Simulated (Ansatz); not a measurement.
Geometry optimisation of Sn31H36, a nanocrystal cut from cubic tin.

```yaml
crystal:
  periodic: [false, false, false]
  atoms:
    - {symbol: Sn, position_ang: [-4.983400, -1.440700, 1.893800]}
    - {symbol: Sn, position_ang: [-5.008100, 1.805600, -1.349400]}
    - {symbol: Sn, position_ang: [-1.751600, -4.689300, 1.894300]}
    - {symbol: Sn, position_ang: [1.505800, -4.697600, -1.347900]}
    - {symbol: Sn, position_ang: [-1.754600, 1.789600, -4.608400]}
    - {symbol: Sn, position_ang: [1.510400, -1.452400, -4.605500]}
    - {symbol: Sn, position_ang: [-1.755300, -1.456800, -1.356000]}
    - {symbol: Sn, position_ang: [-1.747700, 1.811400, 1.904000]}
    - {symbol: Sn, position_ang: [1.460800, -1.481300, 1.886300]}
    - {symbol: Sn, position_ang: [1.495100, 1.795200, -1.352900]}
    - {symbol: Sn, position_ang: [-1.711800, -1.469700, 5.128200]}
    - {symbol: Sn, position_ang: [-1.712900, 5.046700, -1.346200]}
    - {symbol: Sn, position_ang: [1.493700, 5.012300, 1.891400]}
    - {symbol: Sn, position_ang: [4.748100, -1.471400, -1.366400]}
    - {symbol: Sn, position_ang: [4.745300, 1.777800, 1.887400]}
    - {symbol: Sn, position_ang: [-3.364600, -3.075000, 0.258800]}
    - {symbol: Sn, position_ang: [-3.357200, 0.182900, -2.973800]}
    - {symbol: Sn, position_ang: [-3.378400, 0.180500, 3.503900]}
    - {symbol: Sn, position_ang: [-3.352900, 3.398400, 0.280100]}
    - {symbol: Sn, position_ang: [-0.121400, -3.094200, -2.983300]}
    - {symbol: Sn, position_ang: [-0.120300, -6.316400, 0.251600]}
    - {symbol: Sn, position_ang: [-0.137700, -3.072500, 3.504400]}
    - {symbol: Sn, position_ang: [3.127500, -3.064100, 0.241600]}
    - {symbol: Sn, position_ang: [-0.117300, 0.187900, -6.228100]}
    - {symbol: Sn, position_ang: [-0.133200, 3.425800, -2.974800]}
    - {symbol: Sn, position_ang: [3.137400, 0.164300, -3.000800]}
    - {symbol: Sn, position_ang: [-0.122700, 0.162800, 0.278000]}
    - {symbol: Sn, position_ang: [-0.118200, 3.390100, 3.493500]}
    - {symbol: Sn, position_ang: [3.137200, 0.179700, 3.501800]}
    - {symbol: Sn, position_ang: [3.123900, 3.421200, 0.273400]}
    - {symbol: Sn, position_ang: [6.382100, 0.173400, 0.265000]}
    - {symbol: H, position_ang: [-5.985500, -2.430200, 2.848200]}
    - {symbol: H, position_ang: [-5.983700, -0.459400, 0.874500]}
    - {symbol: H, position_ang: [-5.976600, 2.775300, -2.336200]}
    - {symbol: H, position_ang: [-5.983500, 0.809000, -0.344800]}
    - {symbol: H, position_ang: [-2.730900, -5.704200, 2.859200]}
    - {symbol: H, position_ang: [2.520800, -5.692700, -2.359500]}
    - {symbol: H, position_ang: [-2.734500, 2.782200, -5.581400]}
    - {symbol: H, position_ang: [2.495000, -2.445800, -5.604900]}
    - {symbol: H, position_ang: [-2.729600, -2.461500, 6.136900]}
    - {symbol: H, position_ang: [-0.727700, -0.482800, 6.089900]}
    - {symbol: H, position_ang: [-2.727400, 6.068300, -2.364200]}
    - {symbol: H, position_ang: [-0.769300, 6.038900, -0.375700]}
    - {symbol: H, position_ang: [0.500800, 6.024800, 0.903800]}
    - {symbol: H, position_ang: [2.488400, 6.034200, 2.879300]}
    - {symbol: H, position_ang: [5.726800, -2.450800, -2.363400]}
    - {symbol: H, position_ang: [5.739600, 2.768200, 2.865500]}
    - {symbol: H, position_ang: [-4.337300, -4.069300, -0.727500]}
    - {symbol: H, position_ang: [-4.351500, -0.829800, -3.975100]}
    - {symbol: H, position_ang: [-4.352700, 1.166800, 4.487000]}
    - {symbol: H, position_ang: [-4.346600, 4.398700, 1.243600]}
    - {symbol: H, position_ang: [-1.127600, -4.074400, -3.947300]}
    - {symbol: H, position_ang: [-1.131800, -7.311100, -0.758700]}
    - {symbol: H, position_ang: [0.871900, -7.300000, 1.255900]}
    - {symbol: H, position_ang: [0.862500, -4.065100, 4.514900]}
    - {symbol: H, position_ang: [4.126900, -4.038900, 1.262600]}
    - {symbol: H, position_ang: [-1.123000, -0.825400, -7.217700]}
    - {symbol: H, position_ang: [0.873600, 1.162100, -7.214100]}
    - {symbol: H, position_ang: [0.846900, 4.420000, -3.980300]}
    - {symbol: H, position_ang: [4.099400, 1.172100, -3.951900]}
    - {symbol: H, position_ang: [0.879400, 2.423900, 4.490400]}
    - {symbol: H, position_ang: [-1.071100, 4.420800, 4.487300]}
    - {symbol: H, position_ang: [2.119200, 1.163900, 4.481100]}
    - {symbol: H, position_ang: [4.119500, -0.830400, 4.522800]}
    - {symbol: H, position_ang: [4.131400, 4.366900, -0.726000]}
    - {symbol: H, position_ang: [7.337700, -0.806900, 1.261900]}
    - {symbol: H, position_ang: [7.370200, 1.146600, -0.699200]}
basis:
  gaussian: {orbitals: def2-SVP, fitting: {mean_field: def2-universal-jkfit}}
hamiltonian: {xc: r2scan, dispersion: d4}
scf: {lower_state_search: "off"}
output: {orbitals: {seedname: orbitals}}
relax: {f_tol: 0.03, max_steps: 70}
```

```sh
$ ansatz run in.yaml --threads 11 --pin off --events-out ev --progress --plain --max-ram 174080MiB --backend cuda --devices 0, --max-vram 75GiB
```

Shortened log:

```
Functional definition: r2SCAN
mean field -181450.45306888 eV, -6668.1811587469 hartree, gradient 3.3e-6 eV, S^2 0.000000; 0 other end points of the search recorded, 0 dependent functions left out
relax step   1: F+E_penalty+E_count = -181452.19204267 eV  Δ(F+E_penalty+E_count) = +0.000e0 eV  max|allowed force component| = 9.096e-1 eV/Å  Δτ_max = 0.0000 Å  (20 SCF iters, accepted)
mean field -181450.25329636 eV, -6668.1738172420 hartree, gradient 9.8e-7 eV, S^2 0.000000; 0 other end points of the search recorded, 0 dependent functions left out
relax step   2: F+E_penalty+E_count = -181451.98415956 eV  Δ(F+E_penalty+E_count) = +2.079e-1 eV  max|allowed force component| = 1.257e0 eV/Å  Δτ_max = 0.1941 Å  (27 SCF iters, rejected (line search))
mean field -181450.78206172 eV, -6668.1932490106 hartree, gradient 1.6e-6 eV, S^2 0.000000; 0 other end points of the search recorded, 0 dependent functions left out
relax step   3: F+E_penalty+E_count = -181452.51531969 eV  Δ(F+E_penalty+E_count) = -3.233e-1 eV  max|allowed force component| = 1.023e-1 eV/Å  Δτ_max = 0.0945 Å  (21 SCF iters, accepted)
mean field -181450.86117340 eV, -6668.1961563113 hartree, gradient 9.8e-7 eV, S^2 0.000000; 0 other end points of the search recorded, 0 dependent functions left out
relax step   4: F+E_penalty+E_count = -181452.58894788 eV  Δ(F+E_penalty+E_count) = -7.363e-2 eV  max|allowed force component| = 4.888e-2 eV/Å  Δτ_max = 0.1000 Å  (21 SCF iters, accepted)
mean field -181450.92591214 eV, -6668.1985354160 hartree, gradient 1.7e-6 eV, S^2 0.000000; 0 other end points of the search recorded, 0 dependent functions left out
relax step   5: F+E_penalty+E_count = -181452.64696109 eV  Δ(F+E_penalty+E_count) = -5.801e-2 eV  max|allowed force component| = 3.995e-2 eV/Å  Δτ_max = 0.1473 Å  (20 SCF iters, accepted)
mean field -181450.94299364 eV, -6668.1991631497 hartree, gradient 1.1e-6 eV, S^2 0.000000; 0 other end points of the search recorded, 0 dependent functions left out
relax step   6: F+E_penalty+E_count = -181452.66025011 eV  Δ(F+E_penalty+E_count) = -1.329e-2 eV  max|allowed force component| = 1.058e-1 eV/Å  Δτ_max = 0.1521 Å  (21 SCF iters, accepted)
mean field -181450.95058571 eV, -6668.1994421530 hartree, gradient 3.0e-6 eV, S^2 0.000000; 0 other end points of the search recorded, 0 dependent functions left out
relax step   7: F+E_penalty+E_count = -181452.66849603 eV  Δ(F+E_penalty+E_count) = -8.246e-3 eV  max|allowed force component| = 6.541e-3 eV/Å  Δτ_max = 0.0714 Å  (21 SCF iters, accepted)
mean field -181450.95181541 eV, -6668.1994873438 hartree, gradient 3.1e-6 eV, S^2 0.000000; 0 other end points of the search recorded, 0 dependent functions left out
relax step   8: F+E_penalty+E_count = -181452.66946801 eV  Δ(F+E_penalty+E_count) = -9.720e-4 eV  max|allowed force component| = 1.113e-2 eV/Å  Δτ_max = 0.0467 Å  (16 SCF iters, accepted)
mean field -181450.95263717 eV, -6668.1995175427 hartree, gradient 2.9e-6 eV, S^2 0.000000; 0 other end points of the search recorded, 0 dependent functions left out
relax step   9: F+E_penalty+E_count = -181452.67003345 eV  Δ(F+E_penalty+E_count) = -5.654e-4 eV  max|allowed force component| = 1.019e-2 eV/Å  Δτ_max = 0.0418 Å  (21 SCF iters, accepted)
mean field -181450.95332585 eV, -6668.1995428512 hartree, gradient 2.5e-6 eV, S^2 0.000000; 0 other end points of the search recorded, 0 dependent functions left out
relax step  10: F+E_penalty+E_count = -181452.67063547 eV  Δ(F+E_penalty+E_count) = -6.020e-4 eV  max|allowed force component| = 1.125e-2 eV/Å  Δτ_max = 0.0332 Å  (16 SCF iters, accepted)
Total energy: -181452.67068170 eV, -6668.2626545147 hartree
Atom 0 at    -4.988567    -1.582946     2.046005 Å, force     0.009794     0.002856    -0.005424 eV/Å
Atom 1 at    -5.030470     1.883593    -1.532645 Å, force     0.010138    -0.003517     0.004918 eV/Å
Atom 2 at    -1.730295    -4.715662     1.876890 Å, force     0.000241     0.000247    -0.001280 eV/Å
Atom 3 at     1.471593    -4.719875    -1.370155 Å, force     0.001196    -0.000853     0.001130 eV/Å
Atom 4 at    -1.701378     1.778079    -4.636769 Å, force    -0.000027     0.001063     0.001200 eV/Å
Atom 5 at     1.486865    -1.434954    -4.611786 Å, force    -0.000668    -0.000842    -0.000696 eV/Å
Atom 6 at    -1.767781    -1.435374    -1.346837 Å, force     0.001016     0.001305     0.000208 eV/Å
Atom 7 at    -1.812290     1.819046     1.861098 Å, force     0.000557     0.000653    -0.001242 eV/Å
Atom 8 at     1.498681    -1.460926     1.885900 Å, force     0.000851    -0.001926    -0.002907 eV/Å
Atom 9 at     1.503336     1.826224    -1.342620 Å, force    -0.001613     0.000273     0.000300 eV/Å
Atom 10 at    -1.688065    -1.379564     5.134893 Å, force    -0.000720     0.000603     0.003040 eV/Å
Atom 11 at    -1.872361     5.038393    -1.464875 Å, force     0.001192    -0.011253     0.004095 eV/Å
Atom 12 at     1.644047     4.991592     2.109108 Å, force     0.004884    -0.009485     0.004829 eV/Å
Atom 13 at     4.762800    -1.447960    -1.370791 Å, force     0.001021     0.000296    -0.000242 eV/Å
Atom 14 at     4.817193     1.735615     1.871231 Å, force     0.000795    -0.000478    -0.002013 eV/Å
Atom 15 at    -3.369795    -3.066580     0.300011 Å, force    -0.000704    -0.000858     0.001934 eV/Å
Atom 16 at    -3.356018     0.189885    -3.011671 Å, force    -0.001149     0.001970    -0.001710 eV/Å
Atom 17 at    -3.378149     0.172112     3.522696 Å, force     0.000393    -0.003215     0.002386 eV/Å
Atom 18 at    -3.434799     3.405192     0.195654 Å, force    -0.001296     0.000302    -0.004593 eV/Å
Atom 19 at    -0.124021    -3.051314    -2.969764 Å, force     0.000979    -0.000738    -0.000690 eV/Å
Atom 20 at    -0.114666    -6.347909     0.270608 Å, force    -0.002041    -0.000639     0.002012 eV/Å
Atom 21 at    -0.146063    -3.067453     3.508858 Å, force    -0.000013    -0.000941    -0.000312 eV/Å
Atom 22 at     3.098160    -3.066835     0.211958 Å, force    -0.000564    -0.000215     0.002013 eV/Å
Atom 23 at    -0.097856     0.169090    -6.274130 Å, force    -0.000495     0.001406    -0.000918 eV/Å
Atom 24 at    -0.143072     3.426372    -2.975423 Å, force    -0.000477    -0.000135    -0.001250 eV/Å
Atom 25 at     3.106142     0.166413    -2.964517 Å, force    -0.000636    -0.000559     0.001198 eV/Å
Atom 26 at    -0.130797     0.194621     0.278640 Å, force     0.000556    -0.000030     0.000225 eV/Å
Atom 27 at    -0.325036     3.560975     3.490245 Å, force     0.001509     0.002413    -0.002888 eV/Å
Atom 28 at     3.266622     0.038993     3.473852 Å, force    -0.002458     0.006780    -0.007218 eV/Å
Atom 29 at     3.128431     3.385879     0.351571 Å, force     0.000674     0.000215     0.002094 eV/Å
Atom 30 at     6.428255     0.152000     0.217750 Å, force     0.000099     0.000873     0.000339 eV/Å
Atom 31 at    -5.764161    -2.675925     3.130163 Å, force    -0.005416    -0.005270     0.005511 eV/Å
Atom 32 at    -6.225453    -0.737715     1.202192 Å, force    -0.006632     0.005655    -0.004766 eV/Å
Atom 33 at    -5.842119     2.950594    -2.615504 Å, force    -0.006781     0.003892    -0.005557 eV/Å
Atom 34 at    -6.235550     0.998227    -0.684225 Å, force    -0.004340    -0.005667     0.005360 eV/Å
Atom 35 at    -2.738326    -5.699544     2.881380 Å, force    -0.000354    -0.000534     0.000037 eV/Å
Atom 36 at     2.470880    -5.693714    -2.391870 Å, force    -0.000469    -0.001361    -0.000824 eV/Å
Atom 37 at    -2.709039     2.792315    -5.611407 Å, force    -0.000474    -0.000364    -0.001300 eV/Å
Atom 38 at     2.511124    -2.456881    -5.560079 Å, force    -0.000310     0.000305    -0.001318 eV/Å
Atom 39 at    -2.619026    -2.305169     6.251387 Å, force     0.002840     0.002610    -0.000615 eV/Å
Atom 40 at    -0.640441    -0.368336     6.055282 Å, force    -0.001556    -0.000881    -0.002051 eV/Å
Atom 41 at    -2.909329     5.893149    -2.544150 Å, force    -0.002471     0.008419    -0.002233 eV/Å
Atom 42 at    -0.996406     6.210494    -0.560780 Å, force     0.006388     0.003660     0.006857 eV/Å
Atom 43 at     0.898023     6.277151     1.245046 Å, force    -0.002030     0.010915    -0.004325 eV/Å
Atom 44 at     2.728688     5.704447     3.244208 Å, force    -0.002895    -0.001275    -0.002506 eV/Å
Atom 45 at     5.712039    -2.459174    -2.404263 Å, force     0.000302    -0.000022    -0.000112 eV/Å
Atom 46 at     5.806774     2.734092     2.878142 Å, force     0.001485    -0.000066    -0.000304 eV/Å
Atom 47 at    -4.361282    -4.058589    -0.712109 Å, force    -0.000345    -0.000988    -0.000175 eV/Å
Atom 48 at    -4.308620    -0.842738    -4.020685 Å, force     0.000254     0.000233    -0.000647 eV/Å
Atom 49 at    -4.371926     1.172755     4.523046 Å, force    -0.000702    -0.000151     0.000609 eV/Å
Atom 50 at    -4.433977     4.397457     1.198883 Å, force    -0.001223    -0.000366    -0.000234 eV/Å
Atom 51 at    -1.148740    -4.023767    -3.969413 Å, force     0.000262    -0.000747    -0.000083 eV/Å
Atom 52 at    -1.099852    -7.385137    -0.689507 Å, force     0.000727    -0.000802     0.000190 eV/Å
Atom 53 at     0.882782    -7.352703     1.252157 Å, force     0.000367     0.000057    -0.000355 eV/Å
Atom 54 at     0.869335    -4.057060     4.499445 Å, force    -0.000043    -0.000636     0.000015 eV/Å
Atom 55 at     4.083474    -4.055904     1.235193 Å, force     0.000553    -0.000491    -0.000737 eV/Å
Atom 56 at    -1.083035    -0.807975    -7.294824 Å, force     0.000037     0.000348    -0.000544 eV/Å
Atom 57 at     0.892346     1.143750    -7.292158 Å, force     0.000901    -0.000490     0.000047 eV/Å
Atom 58 at     0.868791     4.422514    -3.963056 Å, force    -0.000202    -0.000386    -0.000185 eV/Å
Atom 59 at     4.087329     1.185910    -3.960999 Å, force     0.001065     0.000183    -0.001492 eV/Å
Atom 60 at     0.412293     2.660334     4.757682 Å, force     0.000832    -0.003256     0.003849 eV/Å
Atom 61 at    -1.414943     4.670746     4.233345 Å, force    -0.001119    -0.000029     0.000407 eV/Å
Atom 62 at     2.412218     0.933617     4.670583 Å, force    -0.006352     0.006391     0.004113 eV/Å
Atom 63 at     4.295407    -1.065068     4.306377 Å, force     0.003712    -0.002990     0.006842 eV/Å
Atom 64 at     4.111898     4.416848    -0.629737 Å, force     0.000314    -0.000891    -0.000360 eV/Å
Atom 65 at     7.476025    -0.830315     1.168939 Å, force     0.000846     0.000125    -0.001053 eV/Å
Atom 66 at     7.419851     1.142790    -0.782775 Å, force    -0.000207    -0.000697    -0.000601 eV/Å
Dipole moment:     0.000539    -0.023864    -0.032971 e Å
Checks for a lower state left out: stability, starts, cluster_reference, orbital_swaps, neighbouring_geometries, increment
```

Hardware: 11 threads of AMD EPYC 7R13 on a shared host and a whole NVIDIA H100 80GB HBM3. Wall time 86 s, peak host memory 2.1 GiB.

In the def2 sets Sn takes a core potential; there is no spin–orbit coupling. Single mean-field runs in def2-SVP are fitted with def2-universal-jkfit.
